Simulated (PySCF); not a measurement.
Isomers of C7H15NO, from PySCF, PBE0-D3(BJ)/def2-SVP geometry optimisation, gas phase. One conformer each, no zero-point energy, no frequencies.

Question: Which is lowest in electronic energy at this level?
A. `[CH3:1][CH:2]([CH3:3])[C:4]([CH3:5])([CH3:6])[NH:7][CH:8]=[O:9]` with C1–C2–C4–C5 -55°, C2–C4–N7–C8 -177°, C4–N7–C8–O9 3°: A = 2740, B = 1086, C = 970.8 MHz, dipole 3.75 D
B. `[CH3:1][CH2:2][CH2:3][N:4]([CH3:5])[C:6](=[O:7])[CH2:8][CH3:9]` with C1–C2–C3–N4 56°, C2–C3–N4–C5 67°, C3–N4–C6–O7 -5°, N4–C6–C8–C9 -178°: A = 2555, B = 1013, C = 885.7 MHz, dipole 3.44 D
C. `[CH2:1]=[N:2][C:3]([CH3:4])([CH3:5])[O:6][CH:7]([CH3:8])[CH3:9]` with C1–N2–C3–C4 103°, N2–C3–O6–C7 -77°, C3–O6–C7–C8 143°: A = 2189, B = 1287, C = 1028 MHz, dipole 1.20 D
D. `[CH3:1][C:2](=[O:3])[NH:4][CH2:5][CH2:6][CH:7]([CH3:8])[CH3:9]` with C1–C2–N4–C5 176°, C2–N4–C5–C6 -110°, N4–C5–C6–C7 -178°, C5–C6–C7–C8 -62° (N-(3-methylbutyl)acetamide): A = 3783, B = 635.6, C = 587.4 MHz, dipole 3.58 D

Answer: D. That is `CC(=O)NCCC(C)C` (N-(3-methylbutyl)acetamide), 4.4 kcal/mol below the next.

```csv
SMILES,mapped SMILES,E (Eh),relative (kcal/mol),relative (kJ/mol),dipole (D)
CC(=O)NCCC(C)C,[CH3:1][C:2](=[O:3])[NH:4][CH2:5][CH2:6][CH:7]([CH3:8])[CH3:9],-405.02915,0.0,0.0,3.58
CC(C)C(C)(C)NC=O,[CH3:1][CH:2]([CH3:3])[C:4]([CH3:5])([CH3:6])[NH:7][CH:8]=[O:9],-405.02214,4.4,18.4,3.75
CCCN(C)C(=O)CC,[CH3:1][CH2:2][CH2:3][N:4]([CH3:5])[C:6](=[O:7])[CH2:8][CH3:9],-405.02102,5.1,21.3,3.44
C=NC(C)(C)OC(C)C,[CH2:1]=[N:2][C:3]([CH3:4])([CH3:5])[O:6][CH:7]([CH3:8])[CH3:9],-404.96956,37.4,156.5,1.20
```

As drawn, the lowest has a C=O bond, an N–H bond and a C(=O)–N unit, which the highest lacks; the highest has a C=N bond, which the lowest lacks.
